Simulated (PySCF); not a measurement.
## Structure elucidation problem

An unknown has the formula C$_{6}$H$_{5}$FO$_{2}$. Its calculated NMR data are:

$^{1}$H NMR (400 MHz, computed): δ 5.94 (m, 1H), 5.93 (m, 1H), 5.74 (s, 1H), 5.66 (m, 1H), 5.42 (m, 1H).

$^{13}$C{$^{1}$H} NMR (computed): δ 167.2 (C), 144.0 (C), 135.8 (CH), 131.7 (CH), 120.1 (CH2), 112.9 (CH).

No solvent, relativity neglected, a single conformation. Geometry from GFN2-xTB; GIAO PBE0/pcSseg-1 shieldings; PySCF 2.14.

References, each an isolated molecule treated in the same way: $^{1}$H, $^{13}$C vs TMS.

Which candidate is it?
A. Cc1ccoc1C(=O)F
B. O=C1C=C(CF)C(=O)C1
C. C[C@H]1C(=O)C=C(F)C1=O
D. C=CC1=COC=C(F)O1
E. C/C(=C\C=O)C(F)=C=O

Answers

D. 

1. Rings plus π bonds: 4 (1 ring in the answer).
2. 6 carbon signals for 6 carbons: no two carbons are equivalent.
3. Carbon types of the structure: 2 × C, 3 × CH, 1 × CH2, which accounts for all hydrogens.
4. δC 167.2, 144.0, 135.8, 112.9: alkene carbon bearing oxygen.
5. δC 131.7: alkene CH; an sp2 carbon of a C=C bond.
6. δC 120.1: terminal =CH2 carbon; the olefinic region.
7. δH 5.93: hydrogen on an alkene CH; a vinylic proton, deshielded by the sp2 carbon and the C=C anisotropy.
8. δH 5.66, 5.42: hydrogen on a terminal =CH2 carbon; a vinylic proton, deshielded by the sp2 carbon and the C=C anisotropy.

The others: C/C(=C\C=O)C(F)=C=O would give 3 signals for carbon-bound and other non-exchanging H, not 5; C[C@H]1C(=O)C=C(F)C1=O would give 3 signals for carbon-bound and other non-exchanging H, not 5; Cc1ccoc1C(=O)F would give 3 signals for carbon-bound and other non-exchanging H, not 5; O=C1C=C(CF)C(=O)C1 would give 3 signals for carbon-bound and other non-exchanging H, not 5.

Splittings by $^{19}$F in the carbon and heteronuclear signals aren't shown, as no couplings were computed. Shifts are as computed. Against solution values, carbons near 30 ppm lie about +3 ppm off and those near 130 ppm about +5 ppm. Of 1211 compounds with measured shifts, 218 miss one by over three times the rms of a fit or turn the order of signals round; such compounds aren't used in these exercises. Multiplicities follow the n + 1 count of equivalent neighbours, as no J values were calculated; m marks all less simple cases, F and P coupling included.
